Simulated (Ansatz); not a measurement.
Process, species as SMILES: F atom → [F-] (an electron is taken up)

Geometry of the first species:
SMILES: [F]
```xyz
1

F      0.0000     0.0000     0.0000
```
Charge 0, spin multiplicity 2.

Wanted: adiabatic electron affinity (0 K, with B3LYP-D3(BJ) harmonic zero-point energies from PySCF), positive where the reaction releases energy, in eV. Valence correlation only, unless marked. Open shells are spin-unrestricted. Spin-orbit coupling is left out. No relativistic terms. Anions need diffuse functions: aug- sets have them; def2-D sets add few. CBS marks a two-point X^-3 extrapolation of the correlation energy; Hartree-Fock from the larger set.

```csv
level,program,adiabatic electron affinity (eV)
B97M-V/def2-TZVPD,Ansatz,[?]
B2PLYP/def2-TZVPD,Ansatz,[?]
SCS-MP2/def2-TZVPPD,Ansatz,3.39
SCS-MP2/aug-cc-pVQZ,Ansatz,3.54
"CCSD(T)/CBS(aug-cc-pVTZ,aug-cc-pVQZ)",Ansatz,3.44
```

Q: Fill in the missing entries.

A: 
- B97M-V/def2-TZVPD, adiabatic electron affinity (eV): 3.29
- B2PLYP/def2-TZVPD, adiabatic electron affinity (eV): 3.43

Ansatz is a quantum-chemistry and plane-wave program.
